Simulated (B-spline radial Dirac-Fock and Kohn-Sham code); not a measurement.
**How the levels of thulium move as electrons are removed**

The computed values come from a radial finite-basis atomic code: multi-electron Dirac-Fock with separately optimised hole states, Breit and Lamb-shift corrections added in first order. Each ion is free and in its tabulated ground configuration. No correlation.

Reference: Tm⁶¹⁺, [He] 2s2 2p4, with K (1s) 65288.4 eV. Shifts from it, in eV (a dash: the subshell is empty, belongs to an open shell averaged over j, or its hole state is left out as unreliable):

| ion | configuration | K (1s) |
| --- | --- | --- |
| Tm⁶²⁺ | [He] 2s2 2p3 | +450.7 |
| Tm⁶³⁺ | [He] 2s2 2p2 | +906.4 |
| Tm⁶⁴⁺ | [He] 2s2 2p1 | +1367.2 |
| Tm⁶⁵⁺ | [He] 2s2 | +1833.0 |
| Tm⁶⁷⁺ | 1s2 | +2672.9 |
| Tm⁶⁸⁺ | 1s1 | +4099.0 |
